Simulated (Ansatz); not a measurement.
```yaml
crystal:
  periodic: [false, false, false]
  atoms:
    - {symbol: C, position_ang: [-1.770416, -1.452493, -0.348254]}
    - {symbol: Si, position_ang: [-0.237072, -0.848891, 0.525360]}
    - {symbol: C, position_ang: [1.259975, -1.808521, -0.038762]}
    - {symbol: N, position_ang: [-0.023968, 0.862335, 0.232005]}
    - {symbol: Ge, position_ang: [1.218172, 1.778015, 1.270359]}
    - {symbol: Si, position_ang: [-0.698720, 1.676547, -1.102912]}
    - {symbol: Cl, position_ang: [0.096498, 1.019096, -2.897830]}
    - {symbol: H, position_ang: [-2.664467, -0.922449, -0.013587]}
    - {symbol: H, position_ang: [-1.910264, -2.516155, -0.135938]}
    - {symbol: H, position_ang: [-1.689675, -1.340470, -1.432904]}
    - {symbol: H, position_ang: [-0.396586, -1.026845, 1.998210]}
    - {symbol: H, position_ang: [1.407288, -1.682986, -1.114710]}
    - {symbol: H, position_ang: [1.140410, -2.875327, 0.169631]}
    - {symbol: H, position_ang: [2.167027, -1.470184, 0.468406]}
    - {symbol: H, position_ang: [2.275309, 2.418750, 0.356772]}
    - {symbol: H, position_ang: [0.497238, 2.864156, 2.084605]}
    - {symbol: H, position_ang: [1.862030, 0.742162, 2.203708]}
    - {symbol: H, position_ang: [-0.375553, 3.120146, -0.997981]}
    - {symbol: H, position_ang: [-2.157227, 1.463124, -1.226178]}
basis:
  gaussian: {orbitals: def2-mTZVP, nuclear_model: gaussian}
total_charge: 1
magnetization: {spin_polarized: true, initial_magnetization: 2}
hamiltonian: {xc: {name: HF}}
correlation: {method: ccsd}
accuracy: high
```

```sh
$ ansatz run in.yaml --threads 4 --pin off --events-out ev --progress --plain --max-ram 66560MiB --backend cuda --devices 0, --max-vram 37GiB
```

Output, abridged:

```
Error: a molecule whose nuclei and cores have a total charge of 108 cannot have a net charge of 1 together with 2 unpaired electrons
```

(1) What is wrong with this run?

Results:

(1) The number of unpaired electrons doesn't fit the electron count. The program refused the input.
